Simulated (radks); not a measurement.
The nuclear charge of neutral cerium is varied continuously with 58 electrons held in [Xe] 4f1 5d1 6s2. Calculated with a radial shooting solver on a logarithmic mesh with Libxc functionals: scalar-relativistic Kohn-Sham, PBE, spin-polarised, spherical densities, point nucleus; open shells are filled with parallel spins first (spin-orbit coupling, left out, can overturn this in heavy ions). By the Hellmann-Feynman theorem dE/dZ = E(electron-nucleus)/Z, the electronic potential at the nucleus. The scalar-relativistic energy here is not variational (the density holds large components alone), so the two differ by a part that grows with Z.

Z      E (hartree)  E(electron-nucleus)/Z (hartree)  HOMO  e(HOMO) (eV)  <r> HOMO (bohr)
57.75   -8767.8093                         -367.801    5d        -1.639            3.143
58      -8860.4696                         -370.056    5d        -3.326            2.908
58.25   -8953.7004                         -372.310    6s        -4.947            4.196
58.5    -9047.5013                         -374.562    6s        -6.470            4.007
58.75   -9141.8723                         -376.814    6s        -8.096            3.843
59      -9236.8136                         -379.067    6s        -9.820            3.698

The central difference of E at Z = 58 is -371.782 hartree, to compare with the third column; the second derivative is -9.13 hartree.
